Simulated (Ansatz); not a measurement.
## Ansatz (development build ahead of 0.2.0) run

```yaml
crystal:
  periodic: [false, false, false]
  atoms:
    - { symbol: Si, position_ang: [0.0, 0.0, 0.0] }
    - { symbol: F, position_ang: [0.84255, 0.84255, 0.84255] }
    - { symbol: F, position_ang: [0.84255, -0.84255, -0.84255] }
    - { symbol: F, position_ang: [-0.84255, 0.84255, -0.84255] }
    - { symbol: F, position_ang: [-0.84255, -0.84255, 0.84255] }
basis:
  gaussian: { orbitals: cc-pVDZ }
hamiltonian:
  xc: hf
correlation:
  method: mp2
  frozen_orbitals: { F: 1, Si: 5 }
```

The input is written out in the form of the current development build from the run's settings.

Results

```yaml
Converged: yes
Reference_energy: -686.86406 hartree
Correlation_energy: -0.81836 hartree
Total_energy: -687.68242 hartree
Spin_squared_of_the_determinant: 0.000
```

Caution: no unrestricted run beside it, a lower state can exist.
